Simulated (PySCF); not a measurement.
Calculation: PBE-D3(BJ)/def2-TZVP // B3LYP-D3(BJ)/def2-TZVP (PySCF 2.14.0). Isolated molecules, 0 K electronic values unless said otherwise. Excitations are Tamm–Dancoff values on a coarser integration grid. The basis has no diffuse functions, so Rydberg states are missing or too high.

Reference species (SMILES): `[AlH2][I]` (neutral, multiplicity 1).

```
Item                      Value
----------------------  -------
S1 oscillator strength    0.000
S1 excitation (TDA)     3.96 eV
```

Changed species: `[I][Al]([I])[I]` (3 of 3 H replaced by I; the reference has 1 of 3 H replaced by I).

### Question
What does the change do to the S1 oscillator strength and S1 excitation (TDA)?

### Answer
the S1 oscillator strength hardly moves; the S1 excitation (TDA) rises by 0.04 eV, to 4.00 eV.
